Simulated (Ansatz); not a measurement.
CH₆AlO₄Si (SMILES [CH3][Al][O][Si](O)(O)O), doublet, geometry from GFN2-xTB (such geometries of metal compounds can be far from the true shape) (the spin is typed, not shown lowest). Base run: Ansatz (a quantum-chemistry and plane-wave program) with CCSD(T)/6-31G.

The Ansatz input:
Ansatz 0.2 input:
```yaml
crystal:
  periodic: [false, false, false]
  atoms:
    - {symbol: Al, position_ang: [-0.85592216, 1.61403498, 1.17226343]}
    - {symbol: C, position_ang: [-2.88406648, 1.74480945, 1.23865118]}
    - {symbol: H, position_ang: [-3.34457240, 0.87286602, 1.71066228]}
    - {symbol: H, position_ang: [-3.32937802, 1.84784851, 0.24558581]}
    - {symbol: H, position_ang: [-3.17115948, 2.62297550, 1.82100228]}
    - {symbol: O, position_ang: [0.00993492, 0.45099276, 0.32701131]}
    - {symbol: Si, position_ang: [0.76737054, -0.73001050, -0.52437645]}
    - {symbol: O, position_ang: [0.59260543, -2.15006435, 0.23393206]}
    - {symbol: O, position_ang: [2.34454825, -0.38811200, -0.65596802]}
    - {symbol: O, position_ang: [0.12888056, -0.84249895, -2.00810498]}
    - {symbol: H, position_ang: [-0.26408299, -2.56548399, 0.22179979]}
    - {symbol: H, position_ang: [2.88446748, -0.42705085, 0.12756985]}
    - {symbol: H, position_ang: [0.30517176, -0.14485963, -2.63164443]}
basis:
  gaussian:
    orbitals: 6-31G
magnetization: {spin_polarized: true, initial_magnetization: 1}
correlation: {method: ccsd_t}
```

Problem. The base was run again with changes. Order these runs by total energy, lowest first: method = bccd | method = ccsd | method = mp2 | method = rpa.

Solution. method = rpa (ΔE vs base (mEh) 9.406), method = ccsd (ΔE vs base (mEh) 11.736), method = bccd (ΔE vs base (mEh) 13.622), method = mp2 (ΔE vs base (mEh) 39.007)
